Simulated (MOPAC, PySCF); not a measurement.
C₂H₅N, SMILES `C=CN`, neutral singlet in the gas phase. 

Cartesian coordinates (Å):
SMILES: C(=C)N
```xyz
8

C      1.0749    -0.3721    -0.3692
C      0.1372     0.3348     0.2600
N     -1.2243     0.2836     0.0357
H      2.1203    -0.1954    -0.1618
H      0.8271    -1.1234    -1.1115
H      0.4267     1.0815     0.9944
H     -1.8077     0.5146     0.8218
H     -1.5541    -0.5235    -0.4694
```
Charge 0, spin multiplicity 1.

All levels are single points at this geometry (PBE0-D3(BJ)/def2-TZVP); Pople sets use spherical d functions. Orbital energies aren't observables, and empty levels follow the basis.

PBE0-D3(BJ)/def2-TZVP in PySCF gives HOMO (eV) = -6.00.

Estimate the HOMO (eV) from each of these levels: B3LYP/3-21G in PySCF; B3LYP/6-311+G** in PySCF; PBE/6-31G* in PySCF; HF/3-21G in PySCF; PM3 in MOPAC.


| level | HOMO (eV) |
|---|---|
| B3LYP/3-21G in PySCF | -5.17 |
| B3LYP/6-311+G** in PySCF | -5.85 |
| PBE/6-31G* in PySCF | -4.36 |
| HF/3-21G in PySCF | -8.33 |
| PM3 in MOPAC | -8.58 |
